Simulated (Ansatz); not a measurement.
Basis sets compared for Cr₂F₆. Charge 0, multiplicity 1. Geometry B3LYP-D4/def2-SVP. Ansatz on 4 threads of Arm Neoverse V2 on a shared host; times are rough, and most runs start from earlier orbitals.

```xyz
8

Cr    1.183    0.739    0.365
Cr   -1.183   -0.740   -0.364
F    -0.557    0.383    1.030
F    -2.354    0.062   -1.305
F     0.558   -0.386   -1.028
F     2.363   -0.060    1.297
F     1.299    2.352   -0.169
F    -1.309   -2.349    0.176
```

The restricted singlet is unstable towards broken spin symmetry in Hartree–Fock (as tested in another run); at PBE-D4/def2-SVP, PBE-D4/def2-TZVP, PBE0-D4/def2-SVP, PBE0-D4/def2-TZVP this wasn't settled. No other spin state of charge 0 was run. Another isomer (singlet) lies 0.89 eV lower at PBE0-D4/def2-TZVP; other spin states weren't run for this one.

Binding counts from free atoms (Cr septet, F doublet) in the same basis, without a counterpoise term.

```tsv
level	functions	energy (Eh)	HOMO (eV)	LUMO (eV)	binding per atom (eV)	wall time
PBE-D4/def2-SVP	146	-2686.4440	-4.96	-4.68	3.79	2.5 s
PBE0-D4/def2-SVP	146	-2686.3570	-6.67	-5.20	3.07	3.5 s
```

Problem. Estimate the rows for PBE-D4/def2-TZVP (with forces), PBE0-D4/def2-TZVP.

Solution. 
| level | functions | energy (Eh) | HOMO (eV) | LUMO (eV) | binding per atom (eV) | wall time |
| --- | --- | --- | --- | --- | --- | --- |
| PBE-D4/def2-TZVP (with forces) | 276 | -2687.4885 | -5.13 | -4.84 | 3.66 | 4.5 s |
| PBE0-D4/def2-TZVP | 276 | -2687.4008 | -6.59 | -5.12 | 3.04 | 10 s |
